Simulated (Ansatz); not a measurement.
C4H7Br can be A, `C[C@H]1C[C@@H]1Br`, or B, `CC/C=C\Br`.

Isolated molecules relaxed with PBE0-D4/def2-TZVP in Ansatz; ΔE leaves out vibrations. CCSD(T)/CBS is the MP2 limit (def2-TZVPP, def2-QZVPP) plus CCSD(T) − MP2 in def2-TZVPP, frozen cores. DFT in def2-TZVPP. B3LYP here is the variant with VWN-RPA as its local correlation; programs differ in this. For Br outer-core shells are correlated without core-valence functions, which leaves a few kJ/mol of doubt a bond. Scalar relativity is left out up to krypton. One conformer a species, not always the lowest.

Q: Which is lower in electronic energy at CCSD(T)/CBS, and by how much? (Estimate.)

A: Ansatz gave: B, by 27.9 kJ/mol.

Q: Give E(B) − E(A) in kJ/mol with B3LYP-D4, MP2/def2-TZVPP, CCSD/def2-TZVPP, CCSD(T)/def2-TZVPP, PBE0-D4, B2PLYP, HF/def2-TZVPP. (An estimate is asked.)

A: The calculation gave: B3LYP-D4 -34.5, MP2/def2-TZVPP -17.2, CCSD/def2-TZVPP -25.0, CCSD(T)/def2-TZVPP -26.8, PBE0-D4 -14.2, B2PLYP -30.4, HF/def2-TZVPP -32.6. None reverses the order clearly.

Largest T1 diagnostic: 0.009.

In def2-TZVPP, CCSD(T) changes the Hartree–Fock value by +5.8 kJ/mol (the triples alone add −1.8 kJ/mol) and MP2 by +15.4 kJ/mol. From PBE to PBE0 (25 % exact exchange), in def2-TZVPP and without D4, E(B) − E(A) moves by +7.9 kJ/mol.
